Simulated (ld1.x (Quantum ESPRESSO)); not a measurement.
# hafnium (Hf), TM: configuration errors across variants

ld1.x (Quantum ESPRESSO) 7.5 input, shortened:

```
&input
   title='Hf', zed=72., rel=2, dft='PBESOL', iswitch=3,
   config='[Xe] 4f14 5d2 6s0 6p0', rel_dist='average'
 /
 &inputp
   pseudotype=2, tm=.true., lloc=2,
   nlcc=.false.
 /
3
6S  1  0   0.00   0.00  2.00  2.00  0.0
6P  2  1   0.00   0.00  2.60  2.60  0.0
5D  3  2   2.00   0.00  1.95  1.95  0.0
 &test
   configts(1)='5d2 6s0 6p0'
 /
```

Open shells are filled in proportion to 2j + 1 (rel_dist='average').

All-electron excitation energies from the reference (eV): (1) 5d2 6s2 6p0 -22.175; (2) 5d2 6s1 6p0 -14.163; (3) 5d1 6s0 6p0 21.765; (4) 5d3 6s1 6p0 -19.585.

Tests that are not counted but printed errors over 1 eV. “base”: 5d2 6s1 6p1 (pseudo-atom not self-consistent, printed error -54.2 eV). “wave 5d (bound): rc 1.95 bohr becomes 5d (bound): rc 1.78 bohr”: 5d2 6s1 6p1 (pseudo-atom not self-consistent, printed error +3.0 eV). “wave 5d (bound): rc 1.95 bohr becomes 5d (bound): rc 1.96 bohr”: 5d2 6s1 6p1 (pseudo-atom not self-consistent, printed error -54.2 eV). “wave 5d (bound): rc 1.95 bohr becomes 5d (bound): rc 2.18 bohr”: 5d2 6s1 6p1 (pseudo-atom not self-consistent, printed error +1.6 eV). “wave 5d (bound): rc 1.95 bohr becomes 5d (bound): rc 2.72 bohr”: 5d1 6s2 6p1 (pseudo-atom not self-consistent, printed error +10.4 eV).

A true bound ghost makes a file unfit for plane-wave use even where its test errors are small: the radial tests pick states by their node count and pass the ghost by. Where a test does run into it, the solver fails or the error is huge.

The file “base” misses its own reference levels by 0.4 eV. The file “wave 5d (bound): rc 1.95 bohr becomes 5d (bound): rc 1.24 bohr” misses its own reference levels by 0.4 eV. The file “wave 5d (bound): rc 1.95 bohr becomes 5d (bound): rc 1.54 bohr” misses its own reference levels by 0.4 eV. The file “wave 5d (bound): rc 1.95 bohr becomes 5d (bound): rc 1.78 bohr” misses its own reference levels by 0.4 eV. The file “wave 5d (bound): rc 1.95 bohr becomes 5d (bound): rc 1.96 bohr” misses its own reference levels by 0.4 eV. The file “wave 5d (bound): rc 1.95 bohr becomes 5d (bound): rc 2.18 bohr” misses its own reference levels by 0.4 eV. The file “wave 5d (bound): rc 1.95 bohr becomes 5d (bound): rc 2.72 bohr” misses its own reference levels by 0.4 eV. The file “wave 5d (bound): rc 1.95 bohr becomes 5d (bound): rc 2.88 bohr” misses its own reference levels by 0.4 eV.

Errors AE − PS in meV (a dash: test not solved or not reliable):

| change | (1) | (2) | (3) | (4) | bound ghosts |
| --- | --- | --- | --- | --- | --- |
| base | +322 | +135 | +143 | +137 | s, p3/2, p1/2 |
| wave 5d (bound): rc 1.95 bohr becomes 5d (bound): rc 1.24 bohr | +333 | +146 | +148 | +162 | s, p1/2, p3/2 |
| wave 5d (bound): rc 1.95 bohr becomes 5d (bound): rc 1.54 bohr | +322 | +135 | +144 | +134 | s, p3/2, p1/2 |
| wave 5d (bound): rc 1.95 bohr becomes 5d (bound): rc 1.78 bohr | +322 | +135 | +144 | +135 | s, p3/2, p1/2 |
| wave 5d (bound): rc 1.95 bohr becomes 5d (bound): rc 1.96 bohr | +322 | +135 | +143 | +137 | s, p3/2, p1/2 |
| wave 5d (bound): rc 1.95 bohr becomes 5d (bound): rc 2.18 bohr | +322 | +135 | +143 | +137 | s, p3/2, p1/2 |
| wave 5d (bound): rc 1.95 bohr becomes 5d (bound): rc 2.72 bohr | +327 | +136 | +151 | +129 | s, p3/2, p1/2 |
| wave 5d (bound): rc 1.95 bohr becomes 5d (bound): rc 2.88 bohr | +327 | +137 | +156 | +125 | s, p3/2, p1/2 |

**Question.** Give the same row for: wave 5d (bound): rc 1.95 bohr becomes 5d (bound): rc 2.38 bohr.

**Answer.** +323, +135, +144, +135; bound ghosts: s, p3/2, p1/2. Not counted: 5d2 6s1 6p1 (pseudo-atom not self-consistent, printed error -39.4 eV).
